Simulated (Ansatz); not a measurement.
Species: PbBr₂ (charge 0, singlet). 
Geometry from a B3LYP-D3(BJ)/def2-TZVP (Ansatz, a quantum-chemistry and plane-wave program) optimisation:
```xyz
3

Pb    -0.0040    -0.0060     0.7755
Br     1.1391    -1.6707    -0.9155
Br    -1.1297     1.6847    -0.9014
```

Basis-set convergence of Hartree-Fock and CCSD correlation energies (hartree) with Ansatz. Cores are frozen in the correlated levels unless marked. Spin-orbit coupling is left out. The frozen core is the preceding noble-gas configuration, with the filled d and f shells of earlier blocks. Past Kr the def2 sets carry scalar-relativistic core potentials.

| basis | functions | E(HF) | E(corr, CCSD) |
|---|---|---|---|
| def2-SVPD | 114 | -5336.16785 | -0.33233 |
| def2-TZVPPD | 170 | ? | ? |

Question: What belongs in the gaps?

Answer: 
- def2-TZVPPD, E(HF): -5336.79938
- def2-TZVPPD, E(corr, CCSD): -0.42144
